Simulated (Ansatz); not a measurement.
Calculated with Ansatz (gas phase, PBE0-D4/def2-TZVP geometries, no zero-point term in ΔE). CCSD(T)/CBS adds triple-zeta CCSD(T) − MP2 to the extrapolated MP2 energy (def2 sets, frozen cores). DFT in def2-TZVPP. B3LYP here is the variant with VWN-RPA as its local correlation; programs differ in this. def2 core potentials past Kr. For Ga, Sb outer-core shells are correlated without core-valence functions, which leaves a few kJ/mol of doubt a bond. Scalar relativity is left out up to krypton. One conformer a species, not always the lowest.

Reaction (ligand exchange at the Si–S bond): `C[SiH2][S][SbH2]` + `[SH][GaH2]` → `C[SiH2][S][GaH2]` + `[SH][SbH2]`

(1) Is it downhill or uphill in electronic energy at CCSD(T)/CBS, and by how much? (An estimate is asked.)

(2) What do these levels give: PBE-D4, PBE0-D4, B2PLYP, r2SCAN, B3LYP, MP2/def2-TZVPP, SCS-MP2/def2-TZVPP, CCSD/def2-TZVPP, CCSD(T)/def2-TZVPP, MP2/def2-QZVPP, HF/CBS(def2), CCSD/CBS(def2)? (Best estimate.)

Largest T1 diagnostic among the species: 0.013.

Results:

(1) Computed: Nearly level: ΔE = +0.4 kcal/mol.

(2) The calculation gave: PBE-D4 0.3, PBE0-D4 0.2, B2PLYP 0.5, r2SCAN 0.3, B3LYP 0.4, MP2/def2-TZVPP 0.7, SCS-MP2/def2-TZVPP 0.6, CCSD/def2-TZVPP 0.3, CCSD(T)/def2-TZVPP 0.4, MP2/def2-QZVPP 0.7, HF/CBS(def2) 0.1, CCSD/CBS(def2) 0.3 kcal/mol.
